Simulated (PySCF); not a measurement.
H4O3SSi. Atoms are numbered in the order given.

```xyz
9

O     -1.2468     0.3034    -1.2294
Si    -0.2980    -0.2032     0.0244
O     -0.9367    -0.0111     1.5402
O     -0.1067    -1.8314    -0.1847
S      1.4792     0.9908    -0.0517
H     -1.8620    -0.3625    -1.5632
H     -0.9890     0.8938     1.8709
H      0.2335    -2.3278     0.5691
H      1.4445     1.1017    -1.3991
```
Charge 0, spin multiplicity 1.

Coordinates come from a B3LYP-D3(BJ)/def2-SVP optimisation. One conformer was computed; it need not be the lowest.

The numbers are results of r2SCAN/def2-TZVP (PySCF), not measurements.

ESP charges are fitted to the potential on shells at 1.4 to 2.0 van der Waals radii. Atomic charges (e):

| atom | Mulliken | ESP fit | Löwdin |
|---|---|---|---|
| O1 | -0.53 | (withheld) | -0.11 |
| Si2 | 0.77 | (withheld) | -0.43 |
| O3 | -0.53 | (withheld) | -0.11 |
| O4 | -0.53 | (withheld) | -0.11 |
| S5 | -0.35 | (withheld) | 0.14 |
| H6 | 0.34 | 0.49 | 0.19 |
| H7 | 0.33 | 0.43 | 0.18 |
| H8 | 0.33 | 0.46 | 0.19 |
| H9 | 0.18 | 0.23 | 0.07 |

Task: What belongs in the gaps? (The exact figures need the calculation; the answer reports its results.)

Result: 
- O1, ESP fit: -0.72
- Si2, ESP fit: 0.82
- O3, ESP fit: -0.64
- O4, ESP fit: -0.69
- S5, ESP fit: -0.37

Computed Mayer and Wiberg (Löwdin basis) orders of the bonds:
```
bond    Mayer  Wiberg
------  -----  ------
O1–Si2   1.21    1.66
Si2–O3   1.19    1.66
Si2–O4   1.20    1.66
Si2–S5   1.13    1.59
O1–H6    0.87    1.01
O3–H7    0.87    1.01
O4–H8    0.87    1.01
S5–H9    0.94    1.01
```
